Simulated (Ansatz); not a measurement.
Species: sum formula SiPH4, net charge 0, doublet state. It need not be the lowest isomer of its formula. 
Geometry from a B3LYP-D3(BJ)/def2-TZVP (Ansatz, an electronic-structure program) optimisation:
SMILES: [SiH3][PH]
```xyz
6

Si    -1.0291     0.0960     0.1960
P      1.1626    -0.1750    -0.2869
H     -1.8251    -0.8330    -0.6382
H     -1.4580     1.4879    -0.0877
H     -1.2885    -0.1975     1.6273
H      1.5394     0.8235     0.6571
```
Charge 0, spin multiplicity 2.

Computed values are from Ansatz. Cores are frozen in the correlated levels unless marked. Open shells are spin-unrestricted. No spin-orbit coupling. No relativistic terms. Basis-set limits of correlation are two-point, X^-3; Hartree-Fock from the larger set. The bracket is a focal-point correction in the basis named.

Problem. What is the vertical electron affinity (to the singlet; negative means unbound) at RI-MP2/CBS(aug-cc-pV(T+d)Z,aug-cc-pV(Q+d)Z)+[CCSD(T)-MP2]/aug-cc-pV(T+d)Z?

Solution. 1.77 eV.

Problem. What is the dipole moment at CCSD(T)/aug-cc-pV(D+d)Z?

Solution. 0.54 D.

Problem. What is the atomisation energy De at RI-MP2/CBS(aug-cc-pV(T+d)Z,aug-cc-pV(Q+d)Z)+[CCSD(T)-MP2]/aug-cc-pV(T+d)Z?

Solution. 1553.2 kJ/mol.

Problem. What is the T1 diagnostic at CCSD/aug-cc-pV(T+d)Z?

Solution. 0.016.

Problem. What is the total energy at RI-MP2/CBS(aug-cc-pV(T+d)Z,aug-cc-pV(Q+d)Z)+[CCSD(T)-MP2]/aug-cc-pV(T+d)Z?

Solution. -632.3672 Eh.
